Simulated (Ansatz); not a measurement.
Gas-phase electronic energies from Ansatz, PBE0-D4/def2-TZVP geometries. CCSD(T)/CBS adds triple-zeta CCSD(T) − MP2 to the extrapolated MP2 energy (def2 sets, frozen cores). For Ge outer-core shells are correlated without core-valence functions, which leaves a few kJ/mol of doubt a bond. Scalar relativity is left out up to krypton. Each species was taken in one conformer, which may not be the lowest.

Consider the ligand exchange at a Ge–S bond: `Cl[SiH2][S][GeH2][Cl]` + `N[SiH](Cl)Cl` → `[Cl][GeH2][NH][SiH](Cl)Cl` + `S[SiH2]Cl`.

```
                    species  HF/def2-TZVPP energy (Eh)
    `Cl[SiH2][S][GeH2][Cl]`                -3683.36225
             `N[SiH](Cl)Cl`                -1264.33910
`[Cl][GeH2][NH][SiH](Cl)Cl`                -3799.86196
                `S[SiH2]Cl`                -1147.82932
```

Q: Work out ΔE.

A: ΔE = (-3799.86196) + (-1147.82932) − (-3683.36225) − (-1264.33910) = 0.01007 Eh = +26.4 kJ/mol. CCSD(T)/CBS gives +32.6 kJ/mol.

Largest T1 diagnostic among the species: 0.010.
